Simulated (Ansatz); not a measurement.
A nudged elastic band was laid between two geometries of H4O2Si2 (8 atoms, charge 0, multiplicity 1).

Level of theory: RKS PBE0-D4/def2-SVP (Ansatz).

* movable images: 9
* climbing image: yes
* spring: 5.0 eV/Å²
* optimiser: quadratic models (default)
* start path: IDPP
* force threshold: 0.05 eV/Å
* iteration limit: 60
* end points: relaxed

First end point:

```xyz
8
Properties=species:S:1:pos:R:3
O -0.779 1.417 -0.680
Si -0.009 0.163 0.062
O 0.604 0.648 1.513
Si 0.686 -1.688 -1.024
H -0.839 2.299 -0.302
H 0.518 1.544 1.851
H 0.506 -2.522 0.234
H -0.687 -1.861 -1.654
```

Last end point:

```xyz
8
Properties=species:S:1:pos:R:3
O -0.858 1.523 -0.860
Si -0.074 0.325 -0.060
O 0.355 1.020 1.377
Si 0.762 -1.584 -0.936
H -0.957 2.370 -0.408
H 0.825 0.462 2.008
H 0.534 -2.214 0.439
H -0.588 -1.903 -1.560
```

Q: What changes between the two ends?

A: No bond is made or broken. The dihedral O1–Si2–O3–H6 changes from -1 to 179° by way of a nearly straight angle Si2–O3–H6 (up to 178°), not by a turn about the bond.

Q: Give the energies along the band, and the barrier.

A: It converged. The highest image is number 5 of 0 to 10, 3.9 kcal/mol above the first end and 7.8 kcal/mol above the last; the last end lies 3.8 kcal/mol below the first. A vibrational analysis at the climbing image gives 2 clearly imaginary modes (563i, 372i cm⁻¹): a point of higher order, so a lower path passes nearby.

| image | path coordinate (Å) | energy (kcal/mol) | angle Si2–O3–H6 (°) |
| --- | --- | --- | --- |
| 0 | 0.00 | 0.0 | 123 |
| 1 | 0.15 | 0.2 | 127 |
| 2 | 0.30 | 0.8 | 135 |
| 3 | 0.45 | 2.0 | 147 |
| 4 | 0.60 | 3.4 | 162 |
| 5 | 0.75 | 3.9 | 178 |
| 6 | 0.97 | 1.9 | 158 |
| 7 | 1.18 | -1.5 | 136 |
| 8 | 1.40 | -3.3 | 123 |
| 9 | 1.61 | -3.7 | 118 |
| 10 | 1.83 | -3.8 | 117 |

Q: What is the geometry of the highest image?

A: 
```xyz
8
Properties=species:S:1:pos:R:3
O -0.859 1.387 -0.869
Si -0.057 0.227 -0.019
O 0.439 0.865 1.373
Si 0.749 -1.672 -0.943
H -0.950 2.266 -0.485
H 0.739 1.271 2.177
H 0.527 -2.399 0.378
H -0.589 -1.945 -1.613
```

The band took 7 iterations and of the order of 3 core-minutes.

The run took 3.1 min on 1 thread of Arm Neoverse V2, on a shared host, peak memory 0.16 GiB.
